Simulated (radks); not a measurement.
The numbers below are computed, except where a source is named.
Problem. The mean radii <r> (bohr) of the occupied orbitals of an atom or ion are listed with their occupations. Code: a radial shooting solver on a logarithmic mesh with Libxc functionals. Model: scalar-relativistic Kohn-Sham, exchange-only LDA, spin-polarised, spherical densities, finite nucleus; Fermi nuclear charge, rms radius of each element as measured or else 0.836 A^(1/3) + 0.57 fm.

orbital  occ.    <r>
1s up       1  1.604

Name the element and its charge. Open shells, if any, are filled with parallel spins first.

Solution. Z = 1, hydrogen, charge 0: H in 1s1. The 1s radius gives Z: for a bare nucleus <r> = (2 gamma + 1)/(2Z) with gamma = sqrt(1 - (Z/c)^2), 1.5 bohr for Z = 1, and the self-interaction of the functional makes it slightly larger (1.604 here). The occupations add up to 1, and the charge is Z minus that.
